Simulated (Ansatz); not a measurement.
AgGe5⁺, relaxed as a singlet with RKS PBE-D4/def2-SVP in Ansatz, starting from the GFN2-xTB geometry. Force threshold 0.02 eV/Å.

In the def2 sets Ag takes a core potential; there is no spin–orbit coupling. The restricted singlet is unstable towards broken spin symmetry in Hartree–Fock (as tested in another run); at PBE-D4/def2-SVP this wasn't settled. The structure comes from a short search, and lower isomers may exist.

Start:

```xyz
6

Ag    0.765    1.687   -1.336
Ge   -1.640   -0.462   -0.242
Ge   -0.601    1.451    0.948
Ge   -0.350   -1.612    1.444
Ge    0.436   -0.960   -1.503
Ge    1.390   -0.103    0.689
```

| step | energy (eV) | largest force component (eV/Å) | SCF passes |
| --- | --- | --- | --- |
| 1 | -286509.7682 | 0.728 | 23 |
| 2 | -286509.8198 | 0.208 | 23 |
| 3 | -286509.8287 | 0.128 | 22 |
| 4 (rejected) | -286509.8191 | 0.231 | 23 |
| 5 | -286509.8326 | 0.037 | 22 |
| 6 | -286509.8355 | 0.038 | 22 |
| 7 (rejected) | -286509.8329 | 0.187 | 22 |
| 8 | -286509.8380 | 0.012 | 22 |
| 9 | -286509.8389 | 0.050 | 22 |
| 10 (rejected) | -286509.8209 | 0.369 | 22 |
| 11 | -286509.8392 | 0.010 | 23 |

Force components are those of the run's own axes.

End:

Cartesian coordinates in Å:
```
Ag 0.443 1.638 -1.426
Ge -1.626 -0.361 -0.333
Ge -0.463 1.489 1.020
Ge -0.427 -1.609 1.404
Ge 0.595 -0.969 -1.476
Ge 1.479 -0.187 0.810
```

Bonds formed: Ag1–Ge2 (atoms count from 1).

The force fell under the threshold at step 8, but the optimiser went on. No frequencies were taken in this run, so the end may be a saddle point.

Hardware: 4 threads of Arm Neoverse V1 on a shared host. Wall time 36 s.
